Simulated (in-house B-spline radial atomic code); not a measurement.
Configurations of the antimony ion Sb⁴⁺, with energies counted from [Kr] 4d10 5s1. Computed with a radial B-spline atomic code at the basis-set limit: non-relativistic PBE, spin-polarised, spherical fractional occupations, point nucleus. Shells without spins written out take the highest spin.

Occupations are held fixed; configurations that lie above the ionisation limit could autoionise.

```
                                          configuration  E - E(ref) (eV)  highest orbital  its <r> (bohr)
                                          [Kr] 4d10 5p1           9.4572            5p up           2.251
                                       [Kr] 4d9 5s1 6p1            62.04            6p up           4.155
[Kr] 4d(4 up, 5 down) 5s(1 up, 0 down) 5f(0 up, 1 down)           68.838          5f down           4.454
                                       [Kr] 4d9 5s1 6f1           74.142            6f up           7.206
                         [Ar] 3d10 4s2 4p5 4d10 5s1 5d1           119.82            5d up           2.753
                         [Ar] 3d10 4s2 4p5 4d10 4f1 5s1           123.82            4f up           2.144
                 [Ar] 3d(5 up, 4 down) 4s2 4p6 4d10 5s2           533.79          5s down           1.952
```

**Question.** Order these further configurations by energy, lowest first.
A. [Kr] 4d10 5d1
B. [Kr] 4d9 5s1 5d1
C. [Kr] 4d9 5s1 5f1
D. [Ar] 3d(4 up, 5 down) 4s2 4p6 4d10 4f(1 up, 0 down) 5s(0 up, 1 down)
E. [Kr] 4d10 6d1

**Answer.** A (23.31 eV), E (35.484 eV), B (54.398 eV), C (68.475 eV), D (562.62 eV).

**Question.** How far above the reference does [Kr] 4d10 6f(1 up, 0 down) lie?

**Answer.** 41.953 eV; its least bound orbital is 6f up with <r> = 7.538 bohr.

**Question.** How far above the reference does [Ar] 3d10 4s2 4p5 4d10 5s1 6d1 lie?

**Answer.** 133.21 eV; its least bound orbital is 6d up with <r> = 5.071 bohr.
